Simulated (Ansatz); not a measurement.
BiF3 (SMILES [F][Bi]([F])[F]) moved off its minimum; all values from Ansatz (a first-principles code), cores frozen in correlated methods. Elements past Kr take the def2 small-core potentials, without spin–orbit coupling.
(charge 0, multiplicity 1)
```xyz
4

Bi    -0.02903    -0.01304     0.29128
F     -1.31035    -0.98002    -0.76966
F     -0.14863     1.59888    -0.78930
F      1.61576    -0.55617    -0.81233
```

Forces at B3LYP/def2-TZVPP (eV/Å):

```json
[
 {"atom": "Bi1", "Fx": "2.334", "Fy": "-0.198", "Fz": "1.072"},
 {"atom": "F2", "Fx": "-1.385", "Fy": "-1.079", "Fz": "-1.101"},
 {"atom": "F3", "Fx": "-0.296", "Fy": "1.285", "Fz": "-0.596"},
 {"atom": "F4", "Fx": "-0.653", "Fy": "-0.007", "Fz": "0.625"}
]
```

Question: Give the forces (eV/Å), the total energy and the dipole at CCSD(T)/def2-TZVPPD.

Answer: 
```
atom      Fx      Fy      Fz
----  ------  ------  ------
Bi1    2.346  -0.197   0.813
F2    -1.230  -0.966  -1.013
F3    -0.273   1.100  -0.512
F4    -0.843   0.062   0.712
```
Energy -512.9898 hartree, dipole 5.29 D.
